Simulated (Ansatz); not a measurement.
**Competing steps**

Reactants: SiH₄O ([OH][SiH3]) + NH₃ + HF (brackets give SMILES or just the links). Saddle points were found for several chosen steps; others may exist. Gas-phase electronic energies, without zero-point energy, by CCSD(T) at an estimated basis limit (MP2 extrapolated from triple and quadruple zeta, plus CCSD(T) − MP2 in triple zeta); Ansatz 0.2.0, def2-TZVPP and QZVPP, frozen cores, on PBE0-D4/def2-TZVP structures. Extrapolation: Hartree–Fock as exp(−7.88 √X), correlation as X^−2.97. No counterpoise correction.

Problem. Rank the steps by the energy of their saddle points, lowest first, and give each saddle's height above the lowest. (An estimate is asked for; the value comes from the calculation.)
A. ligand exchange through a proton shuttle, to SiH₃OF ([OH][SiH2][F]) + NH₃ + H₂ (breaks or loosens F–H, H–N, H–Si; forms F–Si, H–H, H–N)
B. ligand exchange through a proton shuttle, to SiNH₅O ([NH2][SiH2][OH]) + HF + H₂ (breaks or loosens F–H, H–N, H–Si; forms F–H, H–H, N–Si)

Solution. The calculation gives: A (0.0 kJ/mol), B (30.2 kJ/mol). Heights count from the lowest.

The lowest of these saddles lies at 28.3 kJ/mol relative to the separated reactants.

Problem. Does the lowest of these saddles lead to the lowest end structure (the products still in contact)? (Judge from chemistry; the calculation decides.)

Solution. Computed: Yes. Relative to the separated reactants, the ends lie at -154.6 (SiH₃OF ([OH][SiH2][F]) + NH₃ + H₂); -87.9 (SiNH₅O ([NH2][SiH2][OH]) + HF + H₂) kJ/mol.

T1 diagnostic: at most 0.012.

For scale, one of the runs: CCSD(T)/def2-TZVPP, 247 basis functions, launched by `ansatz run in.yaml --threads 4 --pin off --events-out ev --progress --plain --max-ram 9574MiB`. Hardware: 4 CPU threads of an Arm Neoverse V2, shared host. Wall time 2 min; peak host memory 5.2 GiB.
